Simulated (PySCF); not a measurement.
## Electron correlation in Tc²⁺ (technetium, charge +2)

[Kr] 4d4 5p1, one real determinant (an excited configuration). All numbers are calculated (PySCF 2.14, the spin-free X2C one-electron Hamiltonian (Gaussian nucleus), in x2c-QZVPPall). Frozen: [Ar] 3d10; 13 electrons correlated.

MP2 pair energies summed by pair of shells (mhartree):

```csv
pair,energy,share (%)
4p-4d,-136.75,38.6
4p-4p,-91.93,26.0
4d-4d,-36.76,10.4
4s-4p,-35.81,10.1
4s-4d,-20.26,5.7
4d-5p,-13.31,3.8
4p-5p,-12.40,3.5
4s-4s,-5.95,1.7
4s-5p,-0.92,0.3
```

Total MP2 correlation energy: -354.09 mhartree.

Same-spin part -119.12 and opposite-spin part -234.97 mhartree; SCS-MP2 scales them by 1/3 and 6/5 to -321.67 mhartree.

The reference is one real determinant that mixes LS terms of this configuration.

This basis was not built for core-valence correlation, so the inner-shell part is incomplete.
